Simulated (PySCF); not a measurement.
## Electron correlation in O⁺ (oxygen, charge +1)

[He] 2s2 2p3, high-spin 4S determinant. Computed with PySCF 2.14 in cc-pVTZ-DK (4s3p2d1f, 30 functions), with scalar relativity by spin-free X2C-1e. Frozen: 1s2; 5 electrons correlated.

MP2 pair energies summed by pair of shells (mhartree):

| pair | energy | share (%) |
| --- | --- | --- |
| 2s-2p | -64.15 | 65.7 |
| 2p-2p | -23.48 | 24.0 |
| 2s-2s | -10.06 | 10.3 |

Total MP2 correlation energy: -97.69 mhartree.

Same-spin part -29.17 and opposite-spin part -68.52 mhartree; SCS-MP2 scales them by 1/3 and 6/5 to -91.95 mhartree.

```csv
level,correlation energy (mhartree)
CCSD,-112.75
(T),-1.60
CCSD(T),-114.35
```

Diagnostics: T1 = 0.0040, D1 = 0.0090, largest double amplitude 0.036.

Problem. Is a single reference adequate?

Solution. Yes: T1 lies below 0.03 and no double amplitude reaches 0.07.
